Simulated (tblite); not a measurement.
C3H11ClGeN2.
SMILES with atom numbers: `[CH3:1][N:2]([CH3:3])[CH2:4][Ge@H:5]([NH2:6])[Cl:7]` (hydrogens: H8, H9, H10 on C1; H11, H12, H13 on C3; H14, H15 on C4; H16 on Ge5; H17, H18 on N6)

Computed with GFN2-xTB (tblite), gas phase: L-BFGS steps from a force-field or distance-geometry start until the largest atomic force falls under 0.01 eV/Å.

Geometry at step 9:
```
atom  x, y, z in Å
C1     -1.3829   -1.6281    0.1236
N2     -0.6273   -0.4396   -0.2234
C3     -1.5026    0.5700   -0.7835
C4      0.0648    0.0743    0.9440
Ge5     1.6116    1.1864    0.3434
N6      2.6212    0.2428   -0.8563
Cl7     2.8571    1.5968    1.9930
H8     -2.1172   -1.4443    0.9273
H9     -1.9154   -1.9689   -0.7635
H10    -0.6833   -2.4005    0.4464
H11    -0.8966    1.4313   -1.0693
H12    -1.9921    0.1528   -1.6638
H13    -2.2704    0.8935   -0.0603
H14     0.4873   -0.7772    1.4785
H15    -0.6060    0.6012    1.6310
H16     1.2841    2.5284   -0.2946
H17     2.9619   -0.6389   -0.4912
H18     2.0969    0.0264   -1.6931
```

**Question.** What forces act on the atoms?

**Answer.** 
```csv
atom,Fx (eV/Å),Fy (eV/Å),Fz (eV/Å)
C1,-0.018,-0.016,-0.021
N2,-0.175,0.001,0.123
C3,0.061,-0.059,0.046
C4,-0.028,0.000,-0.040
Ge5,0.128,0.026,-0.042
N6,-0.064,0.074,0.023
Cl7,0.052,-0.032,0.033
H8,0.078,-0.034,-0.072
H9,0.013,-0.098,0.037
H10,-0.125,-0.025,-0.022
H11,-0.118,-0.019,-0.054
H12,0.011,0.128,0.004
H13,0.028,0.015,-0.102
H14,0.076,0.014,0.120
H15,-0.085,0.004,0.082
H16,0.064,-0.035,-0.041
H17,0.066,0.056,0.010
H18,0.036,0.001,-0.086
```

The largest, 0.21 eV/Å, acts on N2; the rms over all components is 0.066 eV/Å. The forces sum to zero within rounding, as they must for an isolated molecule in no field.

**Question.** Give the force on N2 in Eh/bohr and in nN.

**Answer.** 0.214 eV/Å ÷ 51.422 = 0.00416 Eh/bohr, and 0.214 eV/Å × 1.602 = 0.34 nN.

**Question.** How far is this geometry from the end of the optimisation?

**Answer.** 0.081 eV above it, and 0.534 Å rms away after alignment. The bonds farthest from their final lengths, with half the difference of the two atoms' forces along the bond (positive lengthens):

```
   bond  now (Å)  final (Å)  force along bond (eV/Å)
Ge5–Cl7    2.107      2.139                     0.00
 Ge5–N6    1.830      1.815                    -0.09
 C4–Ge5    1.998      2.005                    +0.07
 C4–H15    1.095      1.102                    +0.06
 N6–H17    1.013      1.010                    +0.03
  N2–C4    1.451      1.448                    -0.03
```

The angle farthest from its final value is Ge5–N6–H17, 113.4° against 117.6°.

Of the 2 listed bonds off by 0.010 Å or more, this force points towards the final length in 1.

The cost below is that of the whole relaxation. On one thread, Arm Neoverse V2 (aarch64), on a shared host, this took 1.0 s of wall time.
